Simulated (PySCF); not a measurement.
## Ionisation energy of Be⁺ by level of theory

Be⁺ [He] 2s1 (2S) → Be²⁺ 1s2 (1S), as a difference of total energies. Computed with PySCF 2.14 in dyall-av3z (15s9p4d2f, 76 functions), with no relativity, point nucleus. The calculations carry no spin-orbit coupling.

```json
{"method": "UHF", "ionisation energy (eV)": "18.127"}
{"method": "LDA", "ionisation energy (eV)": "18.253"}
{"method": "PBE", "ionisation energy (eV)": "18.496"}
{"method": "PBE0", "ionisation energy (eV)": "18.457"}
{"method": "r2SCAN", "ionisation energy (eV)": "18.188"}
{"method": "CAM-B3LYP", "ionisation energy (eV)": "18.611"}
{"method": "LC-wPBE", "ionisation energy (eV)": "18.534"}
{"method": "MN15", "ionisation energy (eV)": "18.078"}
```

For comparison: 18.211 eV (measured; NIST Atomic Spectra Database, ionization energies).
